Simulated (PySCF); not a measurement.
Spin-rotation constants: `C#CC(=C)SC[O][GeH3]`, C5H8GeOS

Molfile (atoms numbered from 1):
```
C5H8GeOS
     RDKit          3D

 16 15  0  0  0  0  0  0  0  0999 V2000
    2.7429   -0.7065    0.5575 C   0  0  0  0  0  0  0  0  0  0  0  0
    1.9601   -0.0728   -0.0978 C   0  0  0  0  0  0  0  0  0  0  0  0
    1.0032    0.6802   -0.8052 C   0  0  0  0  0  0  0  0  0  0  0  0
    1.0009    0.8086   -2.1309 C   0  0  0  0  0  0  0  0  0  0  0  0
   -0.2176    1.5408    0.1795 S   0  0  0  0  0  0  0  0  0  0  0  0
   -0.4357    0.3990    1.5769 C   0  0  0  0  0  0  0  0  0  0  0  0
   -1.1295   -0.7417    1.2380 O   0  0  0  0  0  0  0  0  0  0  0  0
   -2.2834   -0.8248   -0.1045 Ge  0  0  0  0  0  4  0  0  0  0  0  0
    3.4502   -1.2671    1.0927 H   0  0  0  0  0  0  0  0  0  0  0  0
    1.7577    0.3400   -2.7360 H   0  0  0  0  0  0  0  0  0  0  0  0
    0.2532    1.4004   -2.6286 H   0  0  0  0  0  0  0  0  0  0  0  0
   -0.9732    0.9901    2.3268 H   0  0  0  0  0  0  0  0  0  0  0  0
    0.5538    0.1284    1.9563 H   0  0  0  0  0  0  0  0  0  0  0  0
   -3.2703    0.3004    0.0048 H   0  0  0  0  0  0  0  0  0  0  0  0
   -2.8635   -2.1595    0.2066 H   0  0  0  0  0  0  0  0  0  0  0  0
   -1.5563   -0.8065   -1.4163 H   0  0  0  0  0  0  0  0  0  0  0  0
  1  2  3  0
  2  3  1  0
  3  4  2  0
  3  5  1  0
  5  6  1  0
  6  7  1  0
  7  8  1  0
  1  9  1  0
  4 10  1  0
  4 11  1  0
  6 12  1  0
  6 13  1  0
  8 14  1  0
  8 15  1  0
  8 16  1  0
M  END
```

The calculation used GIAO HF/pcSseg-1 magnetisability, rotational g tensor and spin-rotation constants, non-relativistic, gas phase (PySCF). Geometry: GFN2-xTB.

The calculation is non-relativistic, which matters for the atoms heavier than Zn.

(1) Give the nuclear spin-rotation constants along the inertial axes (H = +C I·J) beside the isotropic shieldings.

(2) How do the rotational constants and the g tensor change when H9, H10, H11, H12, H13, H14, H15, H16 are replaced by deuterium?

Results:

(1) Rotational constants 1.8614, 0.7311, 0.6937 GHz. A star marks the isotopologue with that one atom substituted, in its own axes.
```tsv
atom	isotope	Caa (kHz)	Cbb (kHz)	Ccc (kHz)	mean (kHz)	σ (ppm)
H9	1H	-0.165	-0.006	-0.065	-0.079	28.5
H10	1H	-0.079	-0.075	0.017	-0.046	25.8
H11	1H	-0.133	0.017	-0.054	-0.057	26.0
H12	1H	-0.159	-0.059	0.011	-0.069	27.7
H13	1H	-0.034	-0.013	-0.065	-0.037	26.6
H14	1H	-0.126	-0.055	-0.003	-0.061	27.6
H15	1H	-0.070	-0.050	-0.035	-0.051	28.2
H16	1H	-0.099	-0.030	-0.039	-0.056	27.8
C1	13C*	0.498	0.138	0.203	0.280	96.1
C2	13C*	0.532	0.042	0.209	0.261	120.2
C3	13C*	0.495	0.233	0.234	0.321	58.6
C4	13C*	0.488	0.233	0.247	0.323	54.8
S5	33S*	0.471	0.222	0.198	0.297	448.2
C6	13C*	0.357	0.158	0.136	0.217	127.8
O7	17O*	-0.108	-0.009	-0.058	-0.058	334.4
Ge8	73Ge*	-0.455	-0.177	-0.178	-0.270	1597.4
```
For the geometry as given, no vibrational averaging.

(2) Constants 1.6316, 0.6827, 0.6388 GHz; g -0.0136, -0.0082, -0.0059, against -0.0152, -0.0088, -0.0066 before.
